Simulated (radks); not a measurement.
The numbers below are computed, except where a source is named.
Species: the terbium ion Tb+. Configuration: [Xe] 4f9 6s1.

Level of theory: Dirac Kohn-Sham, PBE, spin-unpolarised, spherical densities, finite nucleus; open shells are shared between the two j in proportion to 2j + 1; Fermi nuclear charge, rms radius 5.06 fm (a radial shooting solver on a logarithmic mesh with Libxc functionals).

Energy parts (hartree):
part                       energy
total                 -11717.7157
kinetic                12813.0958
electron-nucleus      -28829.5653
Hartree                 4555.8327
exchange-correlation    -257.0790

Orbitals (lengths in bohr, moments of r in powers of bohr; <r^-3> diverges for s and p1/2):
\begin{tabular}{lrrrr}
orbital & occ. & eigenvalue (hartree) & <r> & <r^-3> \\ \hline
1s1/2 & 2 & -1903.684 & 0.02151 & - \\
2s1/2 & 2 & -315.6087 & 0.09096 & - \\
2p1/2 & 2 & -299.9556 & 0.07589 & - \\
2p3/2 & 4 & -272.5194 & 0.08284 & 10440 \\
3s1/2 & 2 & -70.17932 & 0.2389 & - \\
3p1/2 & 2 & -63.36826 & 0.2286 & - \\
3p3/2 & 4 & -57.70424 & 0.2418 & 2230 \\
3d3/2 & 4 & -45.96445 & 0.2141 & 376.0 \\
3d5/2 & 6 & -44.72871 & 0.2182 & 332.9 \\
4s1/2 & 2 & -14.08511 & 0.5414 & - \\
4p1/2 & 2 & -11.41575 & 0.5528 & - \\
4p3/2 & 4 & -10.15517 & 0.5829 & 497.1 \\
4d3/2 & 4 & -5.75881 & 0.6177 & 71.15 \\
4d5/2 & 6 & -5.53114 & 0.6284 & 62.04 \\
5s1/2 & 2 & -1.97721 & 1.327 & - \\
5p1/2 & 2 & -1.26119 & 1.499 & - \\
5p3/2 & 4 & -1.10028 & 1.602 & 62.22 \\
4f5/2 & 3.85714 & -0.36061 & 0.8922 & 8.441 \\
4f7/2 & 5.14286 & -0.33174 & 0.9119 & 8.078 \\
6s1/2 & 1 & -0.32106 & 3.765 & - \\
\end{tabular}

The highest occupied level is 6s1/2 at -8.737 eV. Summed over all electrons, <r^2> = 55.46 bohr^2, which gives a Langevin (diamagnetic) susceptibility term of -43.9 x 10^-6 cm^3/mol. The electron density at the nucleus is 6.867e+05 e/bohr^3. The density falls to 0.001 e/bohr^3 at r = 4.45 bohr.
